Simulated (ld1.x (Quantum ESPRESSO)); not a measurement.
zirconium: variants of one ultrasoft potential

Base potential:

* Element: Zr
* Generator: ld1.x (Quantum ESPRESSO) 7.5
* Type: ultrasoft
* Functional: BLYP
* Relativity: scalar-relativistic
* Frozen core: [Kr]
* Valence charge: 4
* Reference configuration: 4d2 5s2 5p0
* Partial waves: 5s (bound): rcut 2.40, rcutus 3.15 bohr; 5s channel at 1.65 Ry: rcut 2.40, rcutus 3.15 bohr; 5p (bound, empty): rcut 3.60, rcutus 4.10 bohr; 5p channel at 1.2 Ry: rcut 3.60, rcutus 4.10 bohr; 4d (bound): rcut 2.05, rcutus 2.65 bohr; 4d channel at 0.15 Ry: rcut 2.05, rcutus 2.65 bohr; 4f channel at 0.15 Ry: rcut 3.65, rcutus 4.50 bohr; 4f channel at 0.85 Ry: rcut 3.65, rcutus 4.50 bohr
* Local potential: all-electron potential smoothed inside 3.00 bohr (lloc = -1)
* Core correction: none
* Augmentation charge: built from norm-conserving waves at rcut, not smoothed further

Cutoffs, loose and tight: the cutoffs (Ry, on a coarse ladder) from which the occupation-weighted sum of valence levels, in a spherical-Bessel basis at the reference potential, stays within 10 and 1 mRy of its value at 400 Ry. They do not see the model core or the augmentation charge, which bear on the density cutoff. Test errors are all-electron minus pseudo excitation energies from the reference, over the configurations 4d2 5s1 5p0; 4d2 5s0 5p0; 4d1 5s0 5p0; 4d2 5s1 5p1; 4d2 5s0 5p2; 4d3 5s1 5p0; 4d2.5 5s1.5 5p0. A dash means not determined; rows that change the core or the reference have their own tests. The largest error is taken over the tests solved by every variant that gives reliable tests at all: 4d1 5s0 5p0; 4d2 5s0 5p0; 4d2 5s1 5p0; 4d2 5s1 5p1.

A true bound ghost makes a file unfit for plane-wave use even where its test errors are small: the radial tests pick states by their node count and pass the ghost by.

Cutoffs are not given where the Bessel-basis levels miss the radial ones by over 6 mRy, ghosts where they miss by over 20 mRy; a channel whose overlap is not positive is not tested.

```csv
change,outcome,"cutoff, loose","cutoff, tight",bound ghosts,largest test error (meV)
base,generated,12 Ry,15 Ry,p,+458
local potential all-electron potential smoothed inside 2.50 bohr (lloc = -1),generated,12 Ry,15 Ry,p,+459
local potential all-electron potential smoothed inside 3.08 bohr (lloc = -1),generated,12 Ry,15 Ry,p,+458
local potential all-electron potential smoothed inside 3.38 bohr (lloc = -1),generated,12 Ry,15 Ry,p,+457
```

Question: What comes out with this change to the base: local potential all-electron potential smoothed inside 4.18 bohr (lloc = -1)?

Answer: outcome: generated, overlap not positive; bound ghosts: not determined (overlap not positive); largest test error (meV): +447. A file whose overlap is not positive is unfit for use, and its test errors describe a broken file.

Question: What comes out with this change to the base: local potential all-electron potential smoothed inside 1.94 bohr (lloc = -1)?

Answer: outcome: generated; cutoff, loose: 12 Ry; cutoff, tight: 15 Ry; bound ghosts: s, p; largest test error (meV): +459.

Reading the sweep of the rcloc (base included, trends over the rows without a ghost): Bound ghosts are found at 1.94, 2.5, 3, 3.08, 3.38 bohr. Every judged row has one, so this setting neither creates nor removes them.
